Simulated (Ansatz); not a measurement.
System: sum formula H$_{2}$SiO$_{2}$Cl, charge 0, multiplicity 2. It need not be the lowest isomer of its formula. 
Coordinates optimised at B3LYP-D3(BJ)/def2-TZVP (Ansatz, a quantum-chemistry and plane-wave program):
SMILES: O[Si](O)Cl
```xyz
6

O      0.8519    -1.5343    -0.2371
Si    -0.2274    -0.4293     0.3380
O     -1.5588    -0.5574    -0.6066
Cl     0.5147     1.5092     0.1769
H      1.7347    -1.5547     0.1443
H     -1.6462    -1.3585    -1.1346
```
Charge 0, spin multiplicity 2.

Basis-set convergence of Hartree-Fock and MP2 correlation energies (hartree) with Ansatz. Valence correlation only, unless marked. UHF or UKS for open shells. Spin-orbit coupling is left out. Non-relativistic.

| basis | functions | E(HF) | E(corr, MP2) |
|---|---|---|---|
| cc-pV(D+d)Z | 84 | -899.44716 | -0.58577 |
| cc-pV(T+d)Z | 166 | -899.54487 | -0.76440 |
| cc-pV(Q+d)Z | 298 | -899.56598 | -0.83143 |

Extrapolating the two largest sets (X = 3 and 4) as X^-3: E(corr) = (64·(-0.83143) - 27·(-0.76440))/37 = -0.8803 Eh, an estimate of the basis-set limit. The largest set recovers 94.4 % of it, the smallest 66.5 %.
